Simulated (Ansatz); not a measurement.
Consider the redistribution: `C#C[SiH2]CCl` + `N[CH2][ZnH]` → `C#C[SiH2]CN` + `Cl[CH2][ZnH]`.

Isolated molecules relaxed with PBE0-D4/def2-TZVP in Ansatz; ΔE leaves out vibrations. CBS: MP2 limit from def2 TZ/QZ plus the TZ coupled-cluster correction, frozen cores. Functionals use def2-TZVPP. For Zn outer-core shells are correlated without core-valence functions, which leaves a few kJ/mol of doubt a bond. Scalar relativity is left out up to krypton. Each species was taken in one conformer, which may not be the lowest.

`C#C[SiH2]CCl`:

Cartesian coordinates in Å:
```
C 2.268 0.591 -1.137
C 1.400 0.368 -0.330
Si 0.086 0.019 0.881
C -1.475 -0.528 -0.014
Cl -2.102 0.793 -1.033
H 3.033 0.792 -1.852
H 0.530 -1.084 1.773
H -0.198 1.234 1.679
H -1.285 -1.385 -0.661
H -2.258 -0.800 0.696
```

`N[CH2][ZnH]`:

```xyz
8

N     0.330   -0.715   -0.962
C    -0.531   -0.096    0.050
Zn    0.430    1.343    0.977
H     1.107   -1.198   -0.533
H    -0.178   -1.410   -1.499
H    -0.995   -0.806    0.751
H    -1.362    0.399   -0.467
H     1.199    2.483    1.682
```

`C#C[SiH2]CN`:

Cartesian coordinates in Å:
```
C 0.405 -2.678 -0.396
C 0.588 -1.608 0.131
Si 0.821 0.044 0.886
C -0.077 1.305 -0.179
N -1.473 0.923 -0.330
H 0.250 -3.629 -0.852
H 0.276 0.009 2.265
H 2.276 0.342 0.929
H -0.021 2.264 0.349
H 0.479 1.435 -1.122
H -1.550 0.012 -0.766
H -1.973 1.581 -0.915
```

`Cl[CH2][ZnH]`:

Cartesian coordinates in Å:
```
Cl -1.861 -0.544 0.318
C -0.149 -0.630 -0.246
Zn 0.661 1.066 0.291
H 0.289 -1.511 0.222
H -0.184 -0.797 -1.322
H 1.244 2.416 0.737
```

| level | ΔE (eV) |
| --- | --- |
| ωB97X-V | -0.19 |
| MP2/def2-TZVPP | -0.16 |
| SCS-MP2/def2-TZVPP | -0.16 |
| MP2/CBS(def2) | -0.17 |

(1) What does CCSD(T)/CBS give? (An estimate is asked.)

Largest T1 diagnostic among the species: 0.014.

Results:

(1) The calculation gave: -0.18 eV. The listed levels differ from it by -0.01, 0.02, 0.02, 0.01 eV.

In def2-TZVPP, CCSD(T) changes the Hartree–Fock value by +0.05 eV (the triples alone add +0.00 eV) and MP2 by +0.06 eV.
